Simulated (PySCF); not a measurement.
From computed data to an observable: oscillator strength and radiative lifetime

Ga(F)2(vinyl) (C2H3F2Ga), SMILES [CH](=C)[Ga]([F])[F].

Geometry optimised at TPSSh-D3(BJ)/def2-SVP. The structure was generated by enumeration; whether it is a known compound was not checked. One conformer was computed; it need not be the lowest.

TDDFT-ωB97X/def2-SVPD (PySCF 2.14.0) puts the first singlet state with f over 0.02 at 6.81 eV (vertical), with the transition dipole (0.406, -1.289, 0.000) in atomic units.

Question: Find the oscillator strength, the wavelength and the radiative lifetime that this transition would have in vacuum if emission retraced absorption.

Answer: 
|μ|² = 1.8264 au, so |μ| = 3.43 D. ΔE = 6.81/27.211 = 0.2503 hartree. f = (2/3) ΔE |μ|² = 0.305 (the program prints 0.305).
λ = 1239.84/6.81 = 182 nm; ν = 54926 cm⁻¹.
Einstein's coefficient A = 0.6670 ν² f s⁻¹ (ν in cm⁻¹) = 6.1e8 s⁻¹, so τ = 1/A = 1.6 ns. This state is S2; the lower singlet has f = 0.008. The figure is the radiative limit of this one transition; relaxation, internal conversion, crossing to triplets and a medium change what is measured.
